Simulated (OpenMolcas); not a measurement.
4d⁴ along the 40-electron sequence

```
Program             : OpenMolcas
Method              : CASSCF
Basis               : ANO-RCC-VTZP
Scalar Hamiltonian  : DKH2, point nucleus
Spin-orbit coupling : state interaction with AMFI integrals over the reference wave functions, term energies averaged over their components
```

Active space for each ion: 4 electrons in 5 orbitals (4d).

Computed levels in cm-1 above ⁵D₀:

| Level | Nb+ | Mo2+ | Tc3+ | Ru4+ | Rh5+ | Pd6+ | Ag7+ |
| --- | --- | --- | --- | --- | --- | --- | --- |
| ⁵D₁ | 137 | 217 | 321 | 454 | 631 | 896 | 1147 |
| ⁵D₂ | 396 | 618 | 898 | 1243 | 1687 | 2316 | 2896 |
| ⁵D₃ | 755 | 1161 | 1660 | 2258 | 3002 | 4013 | 4931 |
| ⁵D₄ | 1194 | 1814 | 2556 | 3427 | 4481 | 5868 | 7109 |
| ³H₄ | 13000 | 15831 | 18087 | 20279 | 22256 | 24137 | 26203 |
| ³H₅ | 13299 | 16314 | 18815 | 21319 | 23705 | 26165 | 28758 |
| ³P₀(1) | 13522 | 16248 | 18279 | 20195 | 21824 | 23270 | 25034 |
| ³H₆ | 13604 | 16787 | 19485 | 22218 | 24873 | 27664 | 30549 |
| ³P₁(1) | 14306 | 17470 | 20028 | 22568 | 24948 | 27360 | 29981 |
| weight of ⁵D in the lowest level (%) | 99 | 99 | 98 | 98 | 97 | 95 | 94 |

Measured, with the error of the calculation in %. Measured levels: Nb+ from NIST Handbook of Basic Atomic Spectroscopic Data; Mo2+ from Sugar and Musgrove, J. Phys. Chem. Ref. Data 17, 155 (1988); Ag7+ from Atoms 5, 11 (2017), spectra Ag VII to Ag IX.

```json
{"Level": "⁵D₁", "Nb+": "159 (-13.7)", "Mo2+": "242 (-10.3)", "Ag7+": "1340 (-14.4)"}
{"Level": "⁵D₂", "Nb+": "438 (-9.7)", "Mo2+": "668 (-7.6)", "Ag7+": "3212 (-9.8)"}
{"Level": "⁵D₃", "Nb+": "801 (-5.8)", "Mo2+": "1224 (-5.1)", "Ag7+": "5292 (-6.8)"}
{"Level": "⁵D₄", "Nb+": "1225 (-2.5)", "Mo2+": "1872 (-3.1)", "Ag7+": "7443 (-4.5)"}
{"Level": "³H₄", "Nb+": "", "Mo2+": "12680 (+24.9)", "Ag7+": "23302 (+12.4)"}
{"Level": "³H₅", "Nb+": "", "Mo2+": "13276 (+22.9)", "Ag7+": "26250 (+9.6)"}
{"Level": "³P₀(1)", "Nb+": "", "Mo2+": "11149 (+45.7)", "Ag7+": "21309 (+17.5)"}
{"Level": "³H₆", "Nb+": "", "Mo2+": "13811 (+21.5)", "Ag7+": "28185 (+8.4)"}
{"Level": "³P₁(1)", "Nb+": "", "Mo2+": "12510 (+39.6)", "Ag7+": "26526 (+13.0)"}
```

The fine-structure level ⁵D₄ changes by a factor of 5.95 from Nb+ to Ag7+. Its fourth root runs 5.88, 6.53, 7.11, 7.65, 8.18, 8.75, 9.18, with steps per unit of Z of 0.65, 0.58, 0.54, 0.53, 0.57, 0.43; equal steps would mean a (Z - σ)^4 law with constant σ.

³H₄ changes by a factor of 2.02 over the same range, with steps per unit of Z of +2830, +2260, +2190, +1980, +1880, +2070 cm-1.

Without dynamic correlation excited terms often stand tens of per cent too high (terms of higher spin than the ground term too low), and those without a measured partner can miss by more than the paired ones. Some high roots are left out of the spin-orbit mixing, which shifts the levels that they would mix with (holds for Nb+). Configurations with an s electron lie low at this charge and mix in, so terms can be misplaced (holds for Nb+). Levels of configurations with an s electron are missing; early in the row they begin among the upper levels of the d shell and mix with terms of their name (holds for Mo2+). Computed and measured levels are paired by configuration, term and J; levels that our copy of the source lacks, or whose pairing is in doubt (as where it misses far off the trend of its configuration), stay unpaired and out of the deviations. Only configurations of the active space appear.

A number in round brackets counts repeated terms of one configuration in the order of the reference energies.
